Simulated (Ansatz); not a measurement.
Correlation energies of C₃H₇NOSi, SMILES `C[SiH2]C1N=CO1` by basis set

```xyz
13

C     1.2592    1.4121   -0.9269
Si    0.6023    0.5735    0.6029
C    -0.2147   -1.0648    0.0984
N    -1.4366   -0.8911   -0.6893
C    -2.0192   -1.3877    0.3362
O    -1.0117   -1.6507    1.1975
H     1.6844    2.3879   -0.6821
H     0.4524    1.5576   -1.6483
H     2.0405    0.8133   -1.4007
H    -0.4521    1.3757    1.2733
H     1.6923    0.2741    1.5710
H     0.4634   -1.8204   -0.3079
H    -3.0603   -1.5795    0.5760
```

Total charge 0; spin multiplicity 1. The geometry is a stationary point of PBE0-D4/def2-TZVP. It is one conformer, not always the lowest. Frozen core, restricted reference, the Gaussian-basis code of Ansatz. CBS rows extrapolate triple and quadruple zeta; past MP2 they add the triple-zeta difference.

```
     basis     HF (Eh)  MP2 corr.
  def2-SVP  -535.58359   -0.85017
def2-TZVPP  -535.97649   -1.05204
def2-QZVPP  -535.99663   -1.12498
```

(1) Estimate the CCSD correlation energy and the (T) correction in each basis where they were run (hartree).

## Answers

(1) 
```
     basis  CCSD corr.       (T)
  def2-SVP    -0.90261  -0.03128
def2-TZVPP    -1.09111  -0.04929
 CBS(def2)    -1.21809     as TZ
```
